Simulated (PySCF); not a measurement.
## C₆ coefficients of unlike pairs at PBE0

Calculated with PySCF 2.14 from the dipole response of each species, C₆(A,B) = (3/π) ∫ α_A(iu) α_B(iu) du, in atomic units, from isotropic polarisabilities. For ions this is the dispersion term alone; charge-induced terms of lower order in 1/R come first.

| species | configuration | basis | relativity | α (bohr³) | C₆ (like pair) |
| --- | --- | --- | --- | --- | --- |
| C²⁺ | [He] 2s2 (1S) | x2c-TZVPPall with one added diffuse shell each of s, p, d type (6s4p3d1f) | spin-free X2C | 4.269 | 6.590 |
| Xe⁺ | [Kr] 4d10 5s2 5p5 (2P) | x2c-QZVPPall with one added diffuse shell each of s, p, d, f type (14s10p8d5f1g) | spin-free X2C | 18.04 | 157.3 |
| Zr | [Kr] 4d2 5s2 (3F) | aug-cc-pVTZ-PP with one added diffuse shell each of s, p, d, f, g type with ECP28MDF (7s7p6d4f3g) | core potential | 127.3 | 1800 |

Task: Estimate C₆ for Xe⁺ with C²⁺.

Result: The integral gives 31.84. The combination rule 2 C_A C_B / (C_A α_B/α_A + C_B α_A/α_B) gives 31.86 and the geometric mean 32.19.

No spin-orbit coupling is included.

The other pairs:

| pair | C₆ |
| --- | --- |
| Zr, C²⁺ | 96.13 |
| Zr, Xe⁺ | 438.5 |
